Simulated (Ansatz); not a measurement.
Ansatz results at the PBE0-D4/def2-TZVP geometry: HOMO energy (PBE/def2-TZVPP) -6.50 eV; size of the dipole moment (PBE/def2-TZVPP) 1.16 D; HOMO–LUMO gap (ωB97M-V/def2-TZVPP) 10.87 eV.

Each molecule was computed in one conformer, which needn't be the lowest.

Which molecule gave them?
A. `[Cl][Ga]([Cl])[I]`
B. `[NH2][GaH2]`
C. `[NH2][Ga]([NH2])[F]`
D. `C[O][Ga]([SH])[O][SiH3]`

D. The others give `[Cl][Ga]([Cl])[I]`: -7.10, 0.96, 10.14; `[NH2][GaH2]`: -6.10, 1.14, 10.74; `[NH2][Ga]([NH2])[F]`: -5.93, 2.75, 11.10.
